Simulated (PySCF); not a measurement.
# One molecule, several mistakes: AlBCH6Si

These are calculations, not measurements. They come from PySCF 2.14.0, an open-source quantum chemistry program, on an isolated molecule that a program drew, which may never have been made. The molecule is AlBCH6Si (charge 0, singlet), drawn as the SMILES string `[BH2][AlH][CH]=[SiH2]`.

Each row is a Hartree-Fock (HF) and frozen-core CCSD(T) single point in the cc-pV(D+d)Z basis, meant for a local HF minimum. Run 1 is clean. Each other run has one planted mistake out of seven kinds, and not every kind appears here: one electron removed, one electron added, multiplicity raised by two, geometry at a saddle point, minimal basis STO-3G, one bond length entered in bohr, all coordinates scaled. The reference is restricted for singlets and unrestricted otherwise, and also for a bond in bohr. Adding or removing an electron swaps singlet and doublet. Electrons count all cores. HOMO and LUMO are orbital energies over both spins, the gradient is its largest component, and the lowest frequency (negative if imaginary) is given only where the gradient is small. Bond lengths are over the 9 bonds as drawn. T1 is the CCSD diagnostic: over 0.02 (restricted) or 0.045 (unrestricted) a single reference is doubtful.

Geometry of the clean run:
```xyz
10
AlBCH6Si, angstrom
B     0.5718   -2.6337   -0.4514
Al    0.0812   -0.5685   -0.0934
C    -1.6736    0.0279    0.4373
Si   -2.0290    1.6687    0.7129
H     0.9843   -3.3683    0.4118
H     0.4665   -3.1533   -1.5348
H     1.1970    0.5564   -0.2647
H    -2.4938   -0.6753    0.5768
H    -1.0287    2.7381    0.5660
H    -3.3456    2.1975    1.1203
```

| run | electrons | basis functions | <S^2> | HOMO (eV) | LUMO (eV) | gradient (hartree/bohr) | lowest frequency (cm^-1) | mean bond (Å) | longest bond (Å) | T1 | HF (hartree) | CCSD(T) (hartree) | mistake |
|---|---|---|---|---|---|---|---|---|---|---|---|---|---|
| 1 | 44 | 104 | 0.000 | -8.81 | 1.31 | 3.6e-05 | 71 | 1.5361 | 2.153 | 0.0138 | -596.81065 | -597.26208 | no fault |
| 2 | 44 | 104 | 1.080 | -8.59 | 0.94 | 1.8e-02 | - | 1.6820 | 2.790 | 0.0559 | -596.70315 | -597.14117 | one bond length entered in bohr |
| 3 | 44 | 34 | 0.000 | -5.45 | 7.01 | 3.4e-02 | - | 1.5361 | 2.153 | 0.0123 | -589.75291 | -589.99285 | minimal basis STO-3G |
| 4 | 44 | 104 | 0.000 | -8.77 | 0.55 | 1.2e-05 | -156 | 1.5383 | 2.175 | 0.0131 | -596.80756 | -597.25877 | geometry at a saddle point |
| 5 | 45 | 104 | 0.998 | -0.47 | 5.21 | 4.7e-02 | - | 1.5361 | 2.153 | 0.0430 | -596.78613 | -597.25942 | one electron added |
| 6 | 44 | 104 | 2.024 | -7.31 | -0.30 | 4.7e-02 | - | 1.5361 | 2.153 | 0.0194 | -596.72406 | -597.16454 | ? |

**Which mistake was planted in run 6, and what did it cost?**

Electrons, basis and geometry are unchanged, and <S^2> is 2.024, beside S(S+1) = 2.00 for a multiplicity of 3. So the mistake is: multiplicity raised by two. Subtracting run 1 and multiplying by 627.51 kcal/mol a hartree, the energy moved by 54.3 kcal/mol in HF and 61.2 kcal/mol in CCSD(T).

Cautions from the logs. Run 2: T1 is over the limit, so its CCSD(T) energy is less reliable; run 5: the added electron raises the CCSD(T) energy, so it isn't bound in this basis.
